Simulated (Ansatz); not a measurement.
System: sum formula SiNH₃F₃ (charge +1, singlet). It need not be the lowest isomer of its formula. 
Structure (B3LYP-D3(BJ)/def2-TZVP (Ansatz, a quantum-chemistry and plane-wave program) minimum search):
SMILES: [NH3+][Si](F)(F)F
```xyz
8

N     -1.6603    -0.0298     0.0444
Si     0.1889     0.0034    -0.0050
F      0.5580    -1.2135    -0.8898
F      0.6020    -0.1355     1.4816
F      0.5183     1.3791    -0.6366
H     -2.0420     0.7432     0.6012
H     -2.0695     0.0466    -0.8937
H     -2.0164    -0.8997     0.4563
```
Charge +1, spin multiplicity 1.

Parts of the frozen-core correlation energy in cc-pwCVTZ (Ansatz, hartree). Frozen orbitals: 9; correlated occupied orbitals by spin: 16 and 16; virtual: 248 and 248. Spin-orbit coupling is left out. Non-relativistic.

| term | value |
|---|---|
| reference (HF) | -643.60537 |
| MP2 opposite-spin | -0.81934 |
| MP2 same-spin | -0.28248 |
| CCSD correlation | -1.10919 |
| (T) | -0.03422 |
| T1 diagnostic | 0.011 |
| largest doubles amplitude | 0.019 |
